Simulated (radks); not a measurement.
Charge is removed step by step from the 1s down level of the fluorine ion F3+, starting from 1s(up 1, down 1) 2s2 2p2. Calculated with a radial shooting solver on a logarithmic mesh with Libxc functionals: scalar-relativistic Kohn-Sham, PBE, spin-polarised, spherical densities, point nucleus; open shells are filled with parallel spins first.

| removed (e) | E - E(0) (eV) | eigenvalue (eV) | E minus straight line (eV) |
|---|---|---|---|
| 0 | 0.000 | -739.58 | 0.000 |
| 0.125 | 93.186 | -751.43 | -4.683 |
| 0.25 | 187.84 | -763.09 | -7.895 |
| 0.375 | 283.94 | -774.48 | -9.666 |
| 0.5 | 381.44 | -785.45 | -10.038 |
| 0.625 | 480.27 | -795.76 | -9.077 |
| 0.75 | 580.33 | -804.91 | -6.891 |
| 0.875 | 681.39 | -811.45 | -3.697 |
| 1 | 782.95 | -811.30 | 0.000 |

Removing the whole electron costs 782.95 eV by Delta-SCF, against 739.58 eV from minus the eigenvalue at the starting occupation. Slater's transition state (half an electron removed) gives 785.45 eV. Integrating minus the eigenvalue over the occupation (Janak's theorem) gives 782.93 eV. In this scalar-relativistic scheme the density is built from large components alone, so the theorem holds only approximately. The mean slope of the eigenvalue, de/dn, is 71.7 eV per electron.
